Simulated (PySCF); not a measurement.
Compound: C2H3ClSi.
Cartesian coordinates in Å at the PBE0-D3(BJ)/def2-SVP level; atoms count from 1:
```
atom  x, y, z in Å
C1     1.6912   -0.0489    0.2754
C2     0.6518    0.5278    0.5342
Si3   -0.9102    1.3918    0.9194
Cl4   -0.7482    3.3830    0.3944
H5     2.6105   -0.5591    0.0462
H6    -1.1786    1.3092    2.3786
H7    -2.0198    0.7876    0.1372
```

The closed-shell ground state was solved at several levels (PySCF, density fitting, gas phase, non-relativistic).

| level | basis functions | HOMO (eV) | LUMO (eV) | gap (eV) | dipole (D) |
| --- | --- | --- | --- | --- | --- |
| B3LYP/pcSseg-2 | 200 | -8.32 | -1.13 | 7.19 | 1.73 |
| PBE0/pcSseg-1 | 97 | -8.57 | -0.90 | 7.67 | 1.91 |

**Question.** What might wB97X-D/def2-SVPD (115 basis functions) give for the same quantities?

**Answer.** HOMO -10.45 eV, LUMO 0.80 eV, gap 11.25 eV, dipole 1.76 D.

**Question.** Over all these levels, which gives the widest orbital gap and which the narrowest?

**Answer.** wB97X-D/def2-SVPD (range-separated hybrid) has the widest, 11.25 eV, and B3LYP/pcSseg-2 (global hybrid, 20 % exact exchange) the narrowest, 7.19 eV. Functional and basis both differ between the two, so the spread mixes both effects.

**Question.** How far do the dipole and the HOMO energy spread over the levels?

**Answer.** The dipole runs from 1.73 to 1.91 D (mean 1.80 D) and the HOMO from -10.45 to -8.32 eV.
